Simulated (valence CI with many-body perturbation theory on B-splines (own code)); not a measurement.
Isoelectronic trend, 32 electrons, Ge to Hf40+

Level of theory: valence CI with perturbative core correlation (CI+MBPT): four valence electrons over a frozen Dirac-Fock core [Ar] 3d10, a basis of 11 s, 11 p, 9 d, 7 f, 5 g, 2 h, 1 i functions for each j, with the one-electron correlation potential Σ1, the two-electron term Σ2, the three-electron term Σ3, Breit, model QED; selected CI, second order for the rest, scaled by the run's own slope (own B-spline code, finite nucleus). Basis and details of the method differ along the sequence, and some ions are missing.

Excitation energies in eV above the lowest level of each ion. Labels name the leading LS component, so a column can jump where levels mix; a blank means that no level of the computed list carries the label, and where several do, the lowest of them is shown. The ionisation energies from NIST are mostly theoretical or semi-empirical. By estimate, excited configurations hold to about 0.1 % in light ions and 0.5 % in heavy ones, terms of the ground configuration to 0.5 to 2 %, and small fine-structure intervals to 10 cm⁻¹ or more; near the neutral end and where shells cross, configurations can be misplaced by 0.1 to 0.6 eV.

```
  Ion  Lowest level  IE (eV)   IE, NIST (eV)  4s 4p3 3D°_1  4s 4p3 3D°_3  4s 4p3 3P°_0  4s 4p3 3P°_2  4s 4p3 3P°_1  4s 4p3 1D°_2  4s 4p3 3S°_1
   Ge  4s2 4p2 3P_0   7.8802         7.89944                                                                                                  
 Br3+  4s2 4p2 3P_0    46.97  47.782 ± 0.012         13.74         13.86         15.75         15.79         15.77         17.14         20.02
 Sr6+  4s2 4p2 3P_0   105.03         104 ± 2         20.79         21.11         23.60         23.81         23.69         26.39         28.90
Mo10+  4s2 4p2 3P_0   209.28     209.3 ± 1.2         31.03         32.02         35.20         35.88         35.51         39.69         41.53
Rh13+  4s2 4p2 3P_0   307.08         306 ± 3         39.61         41.60         45.27         46.45         45.85         51.30         52.14
Cd16+  4s2 4p2 3P_0   421.63         421 ± 3         49.14         52.74         56.89         58.62         57.84         64.98         64.17
Sb19+  4s2 4p2 3P_0   553.01         552 ± 4         59.76         65.80         70.44         81.30         71.84         72.63         78.01
Xe22+  4s2 4p2 3P_0    701.4         700 ± 4         71.66         81.18         86.31                       88.20         88.77         94.11
La25+  4s2 4p2 3P_0      867         865 ± 4         85.02         99.31         105.0         125.4         107.4         107.2         112.9
Nd28+  4s2 4p2 3P_0   1050.1        1049 ± 4         100.1         120.7         126.9         154.3         129.7         127.8         135.0
Eu31+  4s2 4p2 3P_0     1251        1249 ± 4         117.1         145.7         152.6         188.0         155.6         161.1              
Dy34+  4s2 4p2 3P_0   1470.2        1468 ± 5         136.5         175.1         182.9         124.2         189.8         190.1         194.9
Tm37+  4s2 4p2 3P_0   1707.9        1706 ± 4         158.5         208.8         218.3         145.3         224.6         228.5         229.2
Hf40+  4s2 4p2 3P_0   1964.9        1963 ± 4         183.6         246.1         259.7         169.6         266.3         269.2         270.6
```

Q: Does the computed ground configuration or its J change in this range?

A: No, it stays 4s2 4p2 with J = 0; its leading component is 94 % 3P at the start and 70 % 3P at the end, where the leading jj configuration holds 99 %.

Shares of the ionisation energy in eV, for some of the ions:

```tsv
Ion	Σ1	Σ2	Σ3	Breit	QED
Ge	0.268	-0.145	0.000335	-0.00203	0.00197
Sr6+	0.841	-0.167	-0.0340	-0.0508	0.00627
Rh13+	1.16	-0.110	-0.0712	-0.197	0.0144
Sb19+	1.35	-0.0477	-0.0944	-0.423	0.0225
La25+	1.51	0.0182	-0.113	-0.767	0.0292
Eu31+	1.64	0.0870	-0.128	-1.26	0.0303
Tm37+	1.76	0.160	-0.141	-1.93	0.0200
```
